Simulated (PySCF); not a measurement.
## [Cu(NH3)2]2+ by CASSCF and spin-orbit coupling

The complex [Cu(NH3)2]2+ (charge +2) contains Cu(II), shell d9. The structure is a model geometry with rigid ligands and bond lengths from ionic radii, not a minimum; coordination linear, point group D3d, metal–donor distances 1.92 Å.

```
9

Cu    0.0000    0.0000    0.0000
N     0.0000    0.0000    1.9200
H     0.9424    0.0000    2.3103
H    -0.4712    0.8161    2.3103
H    -0.4712   -0.8161    2.3103
N     0.0000    0.0000   -1.9200
H    -0.9424    0.0000   -2.3103
H     0.4712    0.8161   -2.3103
H     0.4712   -0.8161   -2.3103
```

Method (PySCF 2.14, density fitting): CASSCF(9,5) with orbitals averaged over all microstates of the shell, strongly contracted NEVPT2 on the averaged canonical orbitals; basis x2c-TZVPall on the metal, x2c-SVPall elsewhere; spin-free X2C; gas phase; spin-orbit coupling by state interaction with the mean-field operator over all roots.

## Spin-free states

```csv
2S+1,deg.,symmetry,free-ion term,CASSCF / cm⁻¹,NEVPT2 / cm⁻¹,f(ED)
2,1,2A1g,2D 1.00,0,0,–
2,2,2Eg,2D 1.00,4738,6959,0
2,2,2Eg,2D 1.00,6767,9270,0
```

Energies are counted from the ground state at NEVPT2 level. Weights follow the labels. f(ED) is the electric-dipole oscillator strength from the ground state at the fixed geometry, without vibronic coupling; occupations, where given, run over the ligand-field orbitals from the lowest.

## Ligand-field fit



| orbital | CASSCF / cm⁻¹ | NEVPT2 / cm⁻¹ | metal share | main function |
| --- | --- | --- | --- | --- |
| 1 | 0 | 0 | 1.00 | degenerate set |
| 2 | 0 | 0 | 1.00 | degenerate set |
| 3 | 2029 | 2312 | 0.99 | degenerate set |
| 4 | 2029 | 2312 | 0.99 | degenerate set |
| 5 | 6767 | 9270 | 0.92 | z2 1.00 |

ζ = 802 cm⁻¹, against 818 for the free ion.

## Spin-orbit levels

| E / cm⁻¹ | deg. | make-up | g (S′ = 1/2) |
| --- | --- | --- | --- |
| 0.0 | 2 | 0.98 2A1g | 1.97 2.55 2.55 |
| 6501.9 | 2 | 0.95 2Eg + 0.05 2Eg | 0.00 0.00 3.90 |
| 7610.7 | 2 | 0.98 2Eg | 0.00 0.54 0.54 |
| 8588.5 | 2 | 1.00 2Eg | 0.00 0.00 5.98 |
| 10380.8 | 2 | 0.95 2Eg + 0.05 2Eg | 0.00 0.00 2.09 |

Magnetism:

The ground doublet has g = 1.969, 2.549, 2.549. μeff is 2.13 μB at 300 K and 2.06 μB at 10 K; the spin-only value is 1.73 μB.

```csv
T / K,χT / cm³ K mol⁻¹,μeff / μB,"χT along axes a, b, c"
2,0.528,2.05,0.36 0.61 0.61
5,0.528,2.06,0.36 0.61 0.61
10,0.529,2.06,0.36 0.61 0.61
20,0.530,2.06,0.36 0.61 0.61
30,0.531,2.06,0.36 0.61 0.61
50,0.534,2.07,0.36 0.62 0.62
75,0.537,2.07,0.36 0.62 0.62
100,0.540,2.08,0.36 0.63 0.63
150,0.547,2.09,0.36 0.64 0.64
200,0.553,2.10,0.36 0.65 0.65
250,0.560,2.12,0.36 0.66 0.66
300,0.566,2.13,0.36 0.67 0.67
```

Axes in the frame of the coordinates: a = (0.00, 0.00, -1.00); b = (0.00, 1.00, 0.00); c = (-1.00, 0.00, 0.00).

Powder magnetisation at 2 K: 0.23 μB at 0.5 T, 0.45 μB at 1 T, 0.78 μB at 2 T, 0.98 μB at 3 T, 1.14 μB at 5 T, 1.18 μB at 7 T.

The geometry is a model, and the complex may not exist in this form. NEVPT2 lifts 2Eg from 4738 to 6959 cm⁻¹; on the d shell alone such lifts tend to overshoot.

The job took 2 s on one thread of Intel Xeon 6975P-C (shared host), with 106 basis functions, launched as `OMP_NUM_THREADS=1 python lf_run.py task.json out`.
